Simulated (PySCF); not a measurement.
## How methods differ on the excitation energy of Co²⁺

Co²⁺ [Ar] 3d7 (4F) → Co²⁺ [Ar] 3d6 4s1 (6D), as a difference of total energies. Computed with PySCF 2.14 in x2c-TZVPPall, with the spin-free X2C one-electron Hamiltonian (Gaussian nucleus). Correlated levels: valence and next inner shell: [Ne] frozen. The calculations carry no spin-orbit coupling.

```csv
method,excitation energy (eV)
UHF,4.490
MP2 (valence and next inner shell),5.914
SCS-MP2 (valence and next inner shell),6.060
CCSD (valence and next inner shell),5.567
CCSD(T) (valence and next inner shell),5.590
```

Task: How much does correlation contribute at CCSD(T) (valence and next inner shell)?

Result: 5.590 − (4.490) = 1.100 eV, measured against UHF.

A first-order spin-orbit estimate (lowest level to lowest level, LS coupling) adds 0.027 eV.

The basis was made for the ground configuration and has no added diffuse functions, so the excitation energy can come out too high.
